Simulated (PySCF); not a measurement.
Gas-phase reaction: InF₃ + 2 H = InF + 2 HF

Computed with PySCF (xtb for GFN2) and rigid-rotor harmonic-oscillator thermochemistry at 1 bar. † marks an energy on the PBE0/def2-TZVP geometry and frequencies; other levels use their own. MP2 and CCSD(T) freeze the core. Open shells (unrestricted): H (multiplicity 2); the rest are closed-shell singlets. GFN2 has no spin-polarisation term. In: scalar-relativistic def2 core potential, no spin-orbit coupling. MP2 isn't extrapolated to the basis-set limit; its ΔH°(298 K) is -362.2 kJ in def2-SVP and -442.3 kJ in def2-TZVPP. CCSD(T) isn't extrapolated to the basis-set limit; its ΔH°(298 K) is -410.7 kJ in def2-SVP and -457.9 kJ in def2-TZVPP. The harmonic model lacks anharmonicity and excited electronic states, which grow with temperature; levels with a mode under 35 cm⁻¹ are left out.

ΔH° and ΔS° at 298 K: BLYP/def2-TZVP† -462 kJ, 44 J/K; CCSD(T)/def2-TZVPP† -458 kJ, 44 J/K; GFN2-xTB -554 kJ, 25 J/K; MP2/def2-SVP† -362 kJ, 44 J/K.

Task: With the heat capacities included, give log10 K (1 bar) at 1400, 1600, 1800, 2000, 2500 K from BLYP/def2-TZVP†, CCSD(T)/def2-TZVPP†, GFN2-xTB, MP2/def2-SVP†.

Result: 
| T (K) | BLYP/def2-TZVP† | CCSD(T)/def2-TZVPP† | GFN2-xTB | MP2/def2-SVP† |
|---|---|---|---|---|
| 1400 | 18.6 | 18.4 | 20.9 | 14.9 |
| 1600 | 16.3 | 16.2 | 18.2 | 13.0 |
| 1800 | 14.5 | 14.4 | 16.0 | 11.6 |
| 2000 | 13.0 | 12.9 | 14.3 | 10.4 |
| 2500 | 10.4 | 10.3 | 11.2 | 8.3 |
